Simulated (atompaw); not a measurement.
**Which change was made? (Nb, PAW (atompaw))**

- Element: Nb (Z = 41)
- Generator: atompaw 4.2.0.5
- Type: PAW
- Functional: PBE
- Relativity: non-relativistic
- Frozen core: [Ar] 3d10
- Valence charge: 13
- Reference configuration: 4s2 4p6 4d4.5 5s0.5 5p0
- Partial waves: 4s (bound); 5s (bound); 4p (bound); 5p (bound, empty); 4d (bound); 4d channel at 0.35 Ry; 4f channel at 0.35 Ry; 4f channel at 2.15 Ry
- Local potential: troulliermartins scheme with l = 4 at 0 Ry, radius 1.90 bohr
- Core correction: smooth core density matched at 2.50 bohr
- Augmentation charge: sinc compensation charge, radius 2.00 bohr; PAW radius 2.55 bohr; waves and projectors: bloechl

Cutoffs, loose and tight: the cutoffs (Ry, on a coarse ladder) from which the occupation-weighted sum of valence levels, in a spherical-Bessel basis at the reference potential, stays within 10 and 1 mRy of its value at 400 Ry. They see the waves, projectors and local potential, not the compensation charge or the core.

The base gives: outcome: generated; cutoff, loose: 40 Ry; cutoff, tight: 60 Ry; bound ghosts: none.

**Question.** After one change the result is: outcome: generated; cutoff, loose: 30 Ry; cutoff, tight: 50 Ry; bound ghosts: none. Which change was it?
A. waves 4s (bound): rc 1.90 bohr; 5s (bound): rc 2.55 bohr; 4p (bound): rc 1.65 bohr; 5p (bound): rc 2.55 bohr; 4d (bound): rc 2.55 bohr; 4d channel at 0.35 Ry: rc 1.60 bohr; 4f channel at 0.35 Ry: rc 2.05 bohr; 4f channel at 2.15 Ry: rc 2.05 bohr; augmentation sinc compensation charge, radius 2.00 bohr; PAW radius 2.55 bohr; waves and projectors: custom rrkj vanderbiltortho
B. augmentation sinc compensation charge, radius 1.32 bohr; PAW radius 2.55 bohr; waves and projectors: bloechl
C. local potential bessel scheme, radius 1.90 bohr
D. local potential troulliermartins scheme with l = 4 at 0 Ry, radius 2.10 bohr

**Answer.** D. The others give: local potential bessel scheme, radius 1.90 bohr → outcome: generated; cutoff, loose: 25 Ry; cutoff, tight: 30 Ry; bound ghosts: none | augmentation sinc compensation charge, radius 1.32 bohr; PAW radius 2.55 bohr; waves and projectors: bloechl → outcome: generated, no UPF (negative core plus compensation charge); cutoff, loose: 40 Ry; cutoff, tight: 60 Ry; bound ghosts: none | waves 4s (bound): rc 1.90 bohr; 5s (bound): rc 2.55 bohr; 4p (bound): rc 1.65 bohr; 5p (bound): rc 2.55 bohr; 4d (bound): rc 2.55 bohr; 4d channel at 0.35 Ry: rc 1.60 bohr; 4f channel at 0.35 Ry: rc 2.05 bohr; 4f channel at 2.15 Ry: rc 2.05 bohr; augmentation sinc compensation charge, radius 2.00 bohr; PAW radius 2.55 bohr; waves and projectors: custom rrkj vanderbiltortho → outcome: failed: atompaw: The overlap operator has at least one negative eigenvalue!.
